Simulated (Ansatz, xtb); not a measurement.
**A geometry optimisation of AlBGeH4 with r2SCAN-D4/def2-SVP**

The starting geometry of this gas-phase triplet was built from a drawn formula by distance geometry and a force field; its bonds are those of `[B][AlH][GeH3]`.

```xyz
7

Al   -1.1650    2.1302    0.7441
B    -1.4175    1.6680   -1.2274
Ge   -1.1535    0.3623    2.3445
H    -0.2189    3.4029    1.0296
H    -2.2622   -0.6475    2.0303
H     0.2452   -0.3981    2.3500
H    -1.4354    0.9399    3.8056
```

Question: Predict what becomes of its bonds when it is optimised with r2SCAN-D4/def2-SVP.

Answer: It keeps its bonds, and is `[B][AlH][GeH3]`.

The energy falls by 0.23 eV over 15 steps:

```
step  E − E(last) (eV)
   1             0.229
   3             0.021
   4             0.010
   6             0.005
   7             0.004
   9             0.002
  10             0.001
  12             0.000
  13             0.000
  15             0.000
```

Final geometry (Å):

```xyz
7

Al   -0.8569    2.1410    0.6911
B    -1.9146    1.7908   -1.0550
Ge   -1.1211    0.3267    2.3500
H     0.0095    3.4626    0.8641
H    -2.0450   -0.8001    1.8567
H     0.2347   -0.3181    2.6986
H    -1.7140    0.8546    3.6712
```

From the same start GFN2-xTB ends elsewhere, differing in Al1–H6 (1.83 against 3.36 Å here), Al1–H7 (1.84 against 3.36 Å here), B2–H5 (1.17 against 3.90 Å here), Ge3–H5 (5.03 against 1.54 Å here).

No frequencies were run, so the end isn't proven a minimum. Open shells are spin-unrestricted. The triplet needn't be the ground state. Run with Ansatz 0.2.0, 3.1 min on 1 thread of Arm Neoverse V1, with other jobs on the host.
